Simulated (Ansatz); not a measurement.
Job for Ansatz (a first-principles code): R-r2SCAN/def2-TZVPPD on AsH3 (SMILES [AsH3]) with ghost functions, monomers drawn apart or pushed together. Files ending in .json are basis or fitting sets from the Basis Set Exchange.

Ansatz 0.2 input:
```yaml
crystal:
  periodic: [false, false, false]
  atoms:
    - {symbol: As, position_ang: [-0.37087047, -0.12669010, -0.24454212]}
    - {symbol: H, position_ang: [-1.82746168, -0.18720242, -0.67450692]}
    - {symbol: H, position_ang: [0.14982197, -0.50947290, -1.62037825]}
    - {symbol: H, position_ang: [-0.25696793, 1.36491626, -0.51510325]}
basis:
  gaussian:
    orbitals: def2-TZVPPD.json
    ghost_atoms:
      - {symbol: O, position_ang: [0.84685958, -1.36812988, 3.29184381]}
      - {symbol: Si, position_ang: [0.72396069, -0.10951800, 4.34848531]}
      - {symbol: H, position_ang: [0.58790862, -1.20010358, 2.37634831]}
      - {symbol: H, position_ang: [1.60893543, 1.02196752, 3.96985743]}
      - {symbol: H, position_ang: [1.12903175, -0.63298116, 5.66875264]}
      - {symbol: H, position_ang: [-0.66425368, 0.41444534, 4.42479874]}
hamiltonian:
  xc: {name: r2SCAN}
scf: {lower_state_search: off}
```

Output:

```
Functional definition: r2SCAN
[...]
these checks for a lower state are left out or cut short: stability, starts, cluster_reference, orbital_swaps, neighbouring_geometries, increment
integrals: 0.20 GiB planned
1276 factors; their error is unknown
mean field: 1.25 GiB planned
mean field evaluation 1: about -60889.2150 eV, gradient 1.3e1 eV
mean field evaluation 2: about -60889.4697 eV, gradient 7.7e0 eV
mean field evaluation 4: about -60889.5752 eV, gradient 4.9e-1 eV
mean field evaluation 8: about -60889.5679 eV, gradient 3.8e-3 eV
mean field -60889.56788433 eV, -2237.6503473175 hartree, gradient 6.4e-6 eV, S^2 0.000000; 0 other end points of the search recorded, 0 dependent functions left out
reference -60889.56789857 eV, -2237.6503478411 hartree; 18, 18 occupied and 243, 243 virtual orbitals, 1276 factors
Total energy: -60889.56789857 eV, -2237.6503478411 hartree
Checks for a lower state left out: stability, starts, cluster_reference, orbital_swaps, neighbouring_geometries, increment
```

Self-consistency was reached.

Cost: about 5 core-seconds (a rough figure).
